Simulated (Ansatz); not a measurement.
The cluster SnSe2⁻. Charge -1, multiplicity 4. Geometry r2SCAN-D4/def2-TZVPD; atoms count from 1.

```xyz
3

Sn    0.7017    0.7045   -0.5648
Se   -0.4522   -1.4755   -1.2446
Se   -0.2495    0.7711    1.8094
```

In the def2 sets Sn takes a core potential; there is no spin–orbit coupling. The highest occupied level of the charge -1 quartet lies above zero (up to 0.30 eV). It is a level of α spin, whose loss leaves a triplet; that state wasn't run at this geometry and level. The electron is either unbound and held by the finite basis, or the level is raised by self-interaction error. At PBE0-D4/def2-TZVPD a doublet of charge -1 lies 2.06 eV below the quartet, each at its own geometry. The structure comes from a short search, and lower isomers may exist.

(1) Estimate the Mulliken populations from the PBE0/def2-TZVPD orbitals of Ansatz.

(2) Where does the spin sit?

(3) And the Mayer bond orders between bonded heavy atoms (over 0.3)?

Results:

(1) 
| atom | charge (e) | spin (α − β) |
| --- | --- | --- |
| Sn1 | -0.02 | 1.03 |
| Se2 | -0.49 | 0.99 |
| Se3 | -0.49 | 0.99 |
Mulliken values and Mayer orders depend strongly on the basis. With diffuse functions, as here, like atoms can get unlike values, and bond orders can come out too low or too high.

(2) Summed by element: Sn 1.03, Se 1.97, of 3 unpaired in all. Largest on single atoms: Sn1 1.03, Se2 0.99, Se3 0.99.

(3) Sn1–Se2 1.02 (2.56 Å); Sn1–Se3 1.02 (2.56 Å). Values over 0.3 also appear between atoms too far apart for a bond (Se2–Se3 0.33 at 3.80 Å); they arise where an orbital or an unpaired electron spreads over both atoms.
